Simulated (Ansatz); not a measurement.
CH$_{5}$BFNSi (`BN1[SiH2]C1F`). Charge 0, multiplicity 1. The structure was optimised at the PBE0-D4/def2-TZVP level.

```xyz
10

B    -1.564    0.561    0.484
N    -0.313    0.033    0.155
Si    1.021   -1.053    0.271
C     0.660    0.368   -0.862
F     1.282    1.573   -0.673
H    -2.176    0.070    1.387
H    -1.993    1.484   -0.148
H     0.802   -2.465   -0.114
H     1.962   -0.868    1.394
H     0.318    0.297   -1.894
```

Problem. What is the dipole moment at B3LYP/def2-TZVPP? (Estimate.)

Solution. Computed: 2.52 D, with components (0.78, -2.38, -0.25) D in this frame, pointing from negative to positive charge.

Problem. And with PBE, r2SCAN, ωB97M-V? (Estimate.)

Solution. Ansatz gave: PBE 2.31 D, r2SCAN 2.36 D, ωB97M-V 2.56 D.

Problem. Give the Mulliken charges with B3LYP, ωB97M-V, PBE in def2-TZVPP. (Estimate.)

Solution. The calculation gave: 
| atom | B3LYP | ωB97M-V | PBE |
| --- | --- | --- | --- |
| B1 | -0.13 | -0.17 | -0.13 |
| N2 | -0.15 | -0.17 | -0.06 |
| Si3 | 0.33 | 0.28 | 0.25 |
| C4 | 0.14 | 0.08 | 0.11 |
| F5 | -0.23 | -0.21 | -0.18 |
| H6 | 0.01 | 0.05 | 0.00 |
| H7 | 0.02 | 0.05 | 0.00 |
| H8 | -0.05 | -0.01 | -0.05 |
| H9 | -0.04 | 0.00 | -0.03 |
| H10 | 0.10 | 0.11 | 0.09 |

B3LYP here is the variant with VWN-RPA as its local correlation; programs differ in this.
